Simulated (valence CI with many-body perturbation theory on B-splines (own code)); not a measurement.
Values are calculated unless marked as measured or tabulated.
**Level structure of Fe11+**

Level of theory: valence CI with perturbative core correlation (CI+MBPT): five valence electrons over a frozen Dirac-Fock core [Ne], a basis of 9 s, 9 p, 8 d, 6 f, 3 g, 1 h functions for each j, with the one-electron correlation potential Σ1 (screened to all orders), the two-electron term Σ2, the three-electron term Σ3, Breit, model QED; selected single and double excitations, second order for the rest, scaled by the run's own slope (own B-spline code, finite nucleus).

No measured levels were compared; by estimate levels of excited configurations hold to 0.05 to 0.15 % of their energy, terms of the ground configuration to about 0.5 %. Among the levels kept, up to 650 cm⁻¹ of a level comes from second order outside the variational space, and about a tenth of that is noise between levels of different J, which matters for small intervals.

Levels 1 to 45 of 48, with energies above the lowest level, 3s2 3p3 4S°_3/2. "Leading %" is the weight of the configuration and term that name the level; weights of strongly mixed levels are sums over their largest components and can fall short. In the jj column 3d3/2^4 stands for four electrons in 3d with j = 3/2.

| No. | Configuration | Term | J | E (eV) | Leading % | Second component | Leading jj |
| --- | --- | --- | --- | --- | --- | --- | --- |
| 1 | 3s2 3p3 | 4S° | 3/2 | 0.000 | 94 |  | 3s^2 3p1/2 3p3/2^2 (48 %) |
| 2 | 3s2 3p3 | 2D° | 3/2 | 5.184 | 85 | 11 % 3s2 3p3 2P° | 3s^2 3p1/2 3p3/2^2 (47 %) |
| 3 | 3s2 3p3 | 2D° | 5/2 | 5.747 | 96 |  | 3s^2 3p1/2 3p3/2^2 (96 %) |
| 4 | 3s2 3p3 | 2P° | 1/2 | 9.231 | 96 |  | 3s^2 3p1/2 3p3/2^2 (96 %) |
| 5 | 3s2 3p3 | 2P° | 3/2 | 10.024 | 82 | 12 % 3s2 3p3 2D° | 3s^2 3p3/2^3 (78 %) |
| 6 | 3s 3p4 | 4P | 5/2 | 34.016 | 88 | 9 % 3s2 3p2 3d 4P | 3s 3p1/2^2 3p3/2^2 (68 %) |
| 7 | 3s 3p4 | 4P | 3/2 | 35.209 | 88 | 10 % 3s2 3p2 3d 4P | 3s 3p1/2 3p3/2^3 (75 %) |
| 8 | 3s 3p4 | 4P | 1/2 | 35.743 | 87 | 10 % 3s2 3p2 3d 4P | 3s 3p3/2^4 (31 %) |
| 9 | 3s 3p4 | 2D | 3/2 | 42.146 | 75 | 19 % 3s2 3p2 3d 2D | 3s 3p1/2 3p3/2^3 (46 %) |
| 10 | 3s 3p4 | 2D | 5/2 | 42.388 | 76 | 19 % 3s2 3p2 3d 2D | 3s 3p1/2 3p3/2^3 (60 %) |
| 11 | 3s2 3p2 3d | 2P | 3/2 | 48.335 | 49 | 46 % 3s 3p4 2P | 3s 3p1/2 3p3/2^3 (29 %) |
| 12 | 3s 3p4 | 2P | 1/2 | 48.920 | 33 | 29 % 3s2 3p2 3d 2P | 3s 3p1/2^2 3p3/2^2 (35 %) |
| 13 | 3s 3p4 | 2S | 1/2 | 50.923 | 53 | 17 % 3s2 3p2 3d 2P | 3s 3p3/2^4 (43 %) |
| 14 | 3s2 3p2 3d | 4F | 3/2 | 52.929 | 93 |  | 3s^2 3p1/2^2 3d3/2 (44 %) |
| 15 | 3s2 3p2 3d | 4F | 5/2 | 53.398 | 91 | 5 % 3s2 3p2 3d 4D | 3s^2 3p1/2 3p3/2 3d3/2 (56 %) |
| 16 | 3s2 3p2 3d | 4F | 7/2 | 54.085 | 92 | 4 % 3s2 3p2 3d 4D | 3s^2 3p1/2 3p3/2 3d5/2 (64 %) |
| 17 | 3s2 3p2 3d | 2F | 5/2 | 54.900 | 77 | 18 % 3s2 3p2 3d 4D | 3s^2 3p1/2 3p3/2 3d3/2 (63 %) |
| 18 | 3s2 3p2 3d | 4F | 9/2 | 54.932 | 95 |  | 3s^2 3p3/2^2 3d5/2 (50 %) |
| 19 | 3s2 3p2 3d | 2F | 7/2 | 55.432 | 51 | 44 % 3s2 3p2 3d 4D | 3s^2 3p1/2 3p3/2 3d5/2 (59 %) |
| 20 | 3s2 3p2 3d | 4D | 1/2 | 55.467 | 95 |  | 3s^2 3p1/2 3p3/2 3d3/2 (76 %) |
| 21 | 3s2 3p2 3d | 4D | 3/2 | 55.599 | 92 |  | 3s^2 3p1/2 3p3/2 3d3/2 (40 %) |
| 22 | 3s2 3p2 3d | 4D | 5/2 | 56.130 | 72 | 19 % 3s2 3p2 3d 2F | 3s^2 3p1/2 3p3/2 3d5/2 (46 %) |
| 23 | 3s2 3p2 3d | 4D | 7/2 | 57.290 | 49 | 44 % 3s2 3p2 3d 2F | 3s^2 3p3/2^2 3d5/2 (89 %) |
| 24 | 3s2 3p2 3d | 2G | 7/2 | 61.315 | 95 |  | 3s^2 3p1/2 3p3/2 3d3/2 (48 %) |
| 25 | 3s2 3p2 3d | 2G | 9/2 | 61.694 | 95 |  | 3s^2 3p1/2 3p3/2 3d5/2 (50 %) |
| 26 | 3s2 3p2 3d | 2P | 3/2 | 62.288 | 49 | 42 % 3s 3p4 2P | 3s^2 3p1/2 3p3/2 3d5/2 (36 %) |
| 27 | 3s2 3p2 3d | 4P | 5/2 | 63.572 | 83 | 8 % 3s 3p4 4P | 3s^2 3p1/2 3p3/2 3d5/2 (47 %) |
| 28 | 3s2 3p2 3d | 2P | 1/2 | 63.778 | 50 | 37 % 3s 3p4 2P | 3s^2 3p3/2^2 3d5/2 (31 %) |
| 29 | 3s2 3p2 3d | 4P | 3/2 | 64.103 | 80 | 9 % 3s 3p4 4P | 3s^2 3p1/2 3p3/2 3d3/2 (34 %) |
| 30 | 3s2 3p2 3d | 4P | 1/2 | 64.477 | 79 | 9 % 3s 3p4 4P | 3s^2 3p3/2^2 3d3/2 (50 %) |
| 31 | 3s2 3p2 3d | 2D | 3/2 | 65.293 | 83 | 5 % 3s2 3p2 3d 4P | 3s^2 3p3/2^2 3d3/2 (34 %) |
| 32 | 3s2 3p2 3d | 2D | 5/2 | 66.635 | 85 | 8 % 3s 3p4 2D | 3s^2 3p3/2^2 3d5/2 (51 %) |
| 33 | 3s2 3p2 3d | 2D | 3/2 | 68.750 | 79 | 14 % 3s 3p4 2D | 3s^2 3p1/2 3p3/2 3d3/2 (36 %) |
| 34 | 3s2 3p2 3d | 2D | 5/2 | 68.834 | 86 | 9 % 3s 3p4 2D | 3s^2 3p3/2^2 3d5/2 (37 %) |
| 35 | 3s2 3p2 3d | 2P | 1/2 | 70.716 | 80 | 9 % 3s2 3p2 3d 2S | 3s^2 3p1/2 3p3/2 3d5/2 (69 %) |
| 36 | 3s2 3p2 3d | 2F | 5/2 | 71.591 | 82 | 11 % 3s2 3p2 3d 2D | 3s^2 3p1/2 3p3/2 3d3/2 (38 %) |
| 37 | 3s2 3p2 3d | 2P | 3/2 | 71.695 | 87 | 5 % 3s 3p4 2P | 3s^2 3p3/2^2 3d5/2 (52 %) |
| 38 | 3s2 3p2 3d | 2S | 1/2 | 71.950 | 69 | 13 % 3s 3p4 2S | 3s^2 3p1/2 3p3/2 3d3/2 (28 %) |
| 39 | 3s2 3p2 3d | 2F | 7/2 | 72.138 | 95 |  | 3s^2 3p1/2 3p3/2 3d5/2 (55 %) |
| 40 | 3s2 3p2 3d | 2D | 5/2 | 74.970 | 80 | 14 % 3s2 3p2 3d 2F | 3s^2 3p3/2^2 3d5/2 (58 %) |
| 41 | 3s2 3p2 3d | 2D | 3/2 | 75.171 | 94 |  | 3s^2 3p3/2^2 3d3/2 (47 %) |
| 42 | 3s 3p3 3d | 6D° | 1/2 | 77.618 | 99 |  | 3s 3p1/2 3p3/2^2 3d3/2 (52 %) |
| 43 | 3s 3p3 3d | 6D° | 3/2 | 77.650 | 99 |  | 3s 3p1/2 3p3/2^2 3d3/2 (46 %) |
| 44 | 3s 3p3 3d | 6D° | 5/2 | 77.701 | 98 |  | 3s 3p1/2 3p3/2^2 3d3/2 (36 %) |
| 45 | 3s 3p3 3d | 6D° | 7/2 | 77.773 | 98 |  | 3s 3p1/2 3p3/2^2 3d5/2 (31 %) |

Names give the largest LS component (configuration and term), which can be under half, so a name can repeat, a term be missing and a line seem to break the LS rules; names also repeat where a configuration has a term twice.

The ionisation energy to 3s2 3p2 3P_0 of the next ion comes out as 327.31 eV (NIST: 330.8 ± 0.6 eV (semi-empirical), further off than twice its uncertainty). All 48 levels together are meant to be complete up to 81.009 eV.
